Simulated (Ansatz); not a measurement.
Ansatz (a quantum-chemistry and plane-wave program) input (RPA@PBE/def2-QZVPP):
A basis named .json is the Basis Set Exchange file of that set.

Ansatz 0.2 input:
```yaml
crystal:
  periodic: [false, false, false]
  atoms:
    - {symbol: I, position_ang: [-0.00000000, -0.00000000, -1.34736833]}
    - {symbol: I, position_ang: [0.00000000, 0.00000000, 1.34736833]}
basis:
  gaussian:
    orbitals: def2-QZVPP.json
hamiltonian:
  xc: pbe
magnetization: {spin_polarized: false}
correlation: {method: rpa, electrons: outside_noble_gas}
```

Output:

```
Functional definition: PBE
integrals: 0.20 GiB planned
1015 factors; integrals over basis functions are off by at most 5.4e-4 eV
mean field: 0.85 GiB planned
mean field evaluation 1: about -16201.9598 eV, gradient 6.8e0 eV
mean field evaluation 2: about -16201.9593 eV, gradient 6.8e0 eV
mean field evaluation 4: about -16202.0646 eV, gradient 3.0e0 eV
mean field evaluation 8: about -16202.0757 eV, gradient 7.0e-3 eV
mean field evaluation 16: about -16202.0757 eV, gradient 2.6e-6 eV
mean field -16202.07573118 eV, -595.4153009595 hartree, gradient 1.2e-6 eV, S^2 0.000000; 0 other end points of the search recorded, 0 dependent functions left out
18 core orbitals not correlated
reference -16145.11470825 eV, -593.3220219764 hartree; 7, 7 occupied and 139, 139 virtual orbitals, 1015 factors
Total energy: -16159.95682896 eV, -593.8674598523 hartree
```
